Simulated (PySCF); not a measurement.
Mapped SMILES: `[CH2:1]=[CH:2][C@@H:3]1[CH2:4][Si@@H:5]([Cl:6])[CH2:7][CH2:8][O:9]1` (H(Xn): hydrogen on atom n). Ha(C4), Ha(C7), Ha(C8) are cis to C2 on the ring; Ha(C1) is cis to C3; Hb(C4), Hb(C7), Hb(C8) are trans to C2 on the ring; Hb(C1) is trans to C3.

How the numbers were obtained: geometry from PBE0-D3(BJ)/def2-SVP, GIAO PBE/pcSseg-1 shieldings, in PySCF 2.14 (relativity neglected, gas phase, single conformer).

δ = σ(ref) − σ, references computed at the same level: 13C, 1H, 29Si against TMS; HCl for 35Cl; H2O for 17O.

```tsv
atoms	nucleus	count	δ (ppm)
Hb(C7)	1H	1	?
O9	17O	1	86.9
H(C3)	1H	1	3.90
Hb(C4)	1H	1	0.79
Ha(C7)	1H	1	?
Hb(C8)	1H	1	3.86
Ha(C8)	1H	1	?
H(C2)	1H	1	6.05
Cl6	35Cl	1	?
C3	13C	1	?
Si5	29Si	1	11.0
Ha(C4)	1H	1	0.87
Ha(C1)	1H	1	5.28
C7	13C	1	?
H(Si5)	1H	1	5.50
C2	13C	1	150.1
C4	13C	1	26.7
C8	13C	1	69.0
Hb(C1)	1H	1	5.11
C1	13C	1	118.0
```

Complete the table.

Answers


- C3: 83.9 ppm, allylic sp3 CH bonded to O; deshielded by the electronegative neighbour
- C7: 18.6 ppm, sp3 CH2 bonded to Si
- Ha(C8): 4.34 ppm, hydrogen on an sp3 CH2 bonded to O; its carbon carries O, an electronegative neighbour
- Ha(C7): 0.99 ppm, hydrogen on an sp3 CH2 bonded to Si
- Hb(C7): 0.66 ppm, hydrogen on an sp3 CH2 bonded to Si; an electropositive neighbour shields it, as in TMS itself
- Cl6: -20 ppm, chlorine bonded to Si

Shifts are as computed. Against solution values, carbons near 30 ppm lie about +2 ppm off and those near 130 ppm about +2 ppm. Of 1309 compounds with measured shifts, 239 miss one by over three times the rms of a fit or turn the order of signals round; such compounds aren't used in these exercises. Experimental scales use liquid or dissolved standards, which lie at an offset from isolated H2O (liquid H2O: subtract about 36 ppm).
